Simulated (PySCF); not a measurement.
RuH₄, triplet: computed properties

Level of theory: UPBE0/[Ru def2-TZVP with ECP28, H def2-TZVP], scalar-relativistic core potentials, density fitting, no spin–orbit coupling, PySCF.

The structure is a minimum.

```xyz
5
charge 0 multiplicity 3, angstrom
Ru    0.0000    0.0000    0.0000
H     1.6408   -0.4529    0.0000
H    -1.6408    0.0000    0.4529
H     1.6408    0.4529    0.0000
H    -1.6408    0.0000   -0.4529
```

- Point group: D2d
- Bond lengths: H–H 0.906 Å (×2), Ru–H 1.702 Å (×4)
- Bond angles: H–H–Ru 74.6° (×4), H–Ru–H 30.9° (×2), H–Ru–H 158.3° (×4)
- Zero-point energy: 76.5 kJ/mol
- Heat capacity Cp at 298.15 K: 48.8 J/(mol K)
- Atomisation energy without zero-point energy: 1030 kJ/mol
- Lowest empty level (β): -2.06 eV
- Principal polarisabilities: 42.5, 42.5, 53.7 bohr³
- Entropy at 298.15 K and 1 bar (electronic part: spin only): 239.3 J/(mol K)
- Dipole moment: 0.00 D
- Rotational constants: 20.39, 1.496, 1.496 cm⁻¹
- Highest occupied level (β): -5.04 eV
- Enthalpy at 298.15 K above 0 K: 11.42 kJ/mol
- Spin squared ⟨S²⟩: 2.007
- Rotational symmetry number: 4
- Principal quadrupole moments (Buckingham, traceless) about the centre of mass: -0.95, -0.95, 1.91 D Å

Harmonic modes (masses in u: Ru 101.904, H 1.008):
```tsv
symmetry	ω (cm⁻¹)	IR (km/mol, summed over degenerate members)	μ (u)
e	500	1.2	1.04
b1	872	0.0	1.01
b2	922	599	1.04
a1	1282	0.0	1.01
e	1845	10.1	1.01
a1	2469	0.0	1.01
b2	2556	526	1.01
```

In D2d the vibrations span 2e + b1 + 2b2 + 2a1. The a1, b1 modes carry no infrared intensity, as symmetry demands.

Charges (e):
| atom | Mulliken | Löwdin | polar tensor | spin (Mulliken) | Mayer order to Ru1 |
| --- | --- | --- | --- | --- | --- |
| Ru1 | -0.06 | -0.29 | -0.25 | 2.06 | – |
| H2,3,4,5 | 0.01 | 0.07 | 0.06 | -0.02 | 0.49 |
Other Mayer orders above 0.3: H–H 0.50 (×2).

Mulliken populations on Ru1 (electrons outside its core potential): s 2.55, p 6.13, d 7.37, f 0.00.

Outer orbital energies (eV). α occupied: -14.51, -12.21, -6.95, -6.95, -6.71, -5.97, -5.89; empty: -0.82, -0.82, 1.34, 1.49. β occupied: -14.28, -12.26, -6.28, -6.28, -5.04; empty: -2.06, -0.89, -0.29, -0.29.

Only a few start shapes were tried, so a lower isomer may exist. Open d and f shells are described by one determinant, and the ground state may have another occupation or spin. At this level a singlet minimum of C4v symmetry lies 45 kJ/mol below this structure.

The final relaxation and frequency run took 20 s on 2 threads of a shared Arm Neoverse V2 host, with 64 basis functions and 8 gradients; the process peaked at 0.92 GiB. Launch command: `OMP_NUM_THREADS=2 python axn.py task.json out`.
